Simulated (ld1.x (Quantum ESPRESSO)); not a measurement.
**u(r) = r·R(r): atom against pseudo-atom (O)**

Columns: radius, all-electron u(r) and pseudo u(r) of the 2p shell (level -9.41 eV) of oxygen in the configuration [He] 2s1.5 2p4.5; LDA (PZ), non-relativistic, RRKJ scheme, ld1.x (Quantum ESPRESSO) 7.5.

```tsv
r (bohr)	all-electron	pseudo
0.075	0.0639	0.0231
0.150	0.1950	0.0898
0.225	0.3400	0.1921
0.300	0.4747	0.3184
0.375	0.5888	0.4548
0.450	0.6798	0.5877
0.525	0.7480	0.7050
0.600	0.7958	0.7981
0.675	0.8260	0.8627
0.750	0.8415	0.8981
0.825	0.8452	0.9078
0.900	0.8394	0.8970
0.975	0.8264	0.8722
1.050	0.8079	0.8397
1.125	0.7854	0.8043
1.200	0.7600	0.7694
1.275	0.7326	0.7362
1.350	0.7040	0.7049
1.425	0.6748	0.6749
1.500	0.6454	0.6454
1.575	0.6161	0.6161
1.650	0.5871	0.5871
1.725	0.5588	0.5588
1.800	0.5312	0.5312
1.875	0.5045	0.5045
1.950	0.4786	0.4786
```

(1) How many radial nodes do the two functions have?

(2) At about which radius was the pseudo-wave matched?

(3) Is the pseudo-wave norm-conserving?

Answers

(1) The all-electron 2p function has n − l − 1 = 0; the pseudo-wave has 0.

(2) 1.50 bohr, where the columns begin to agree (steps of 0.07 bohr).

(3) Yes: the RRKJ scheme keeps the norm inside the radius equal to the all-electron one, which fixes the energy derivative of the logarithmic derivative at the level.
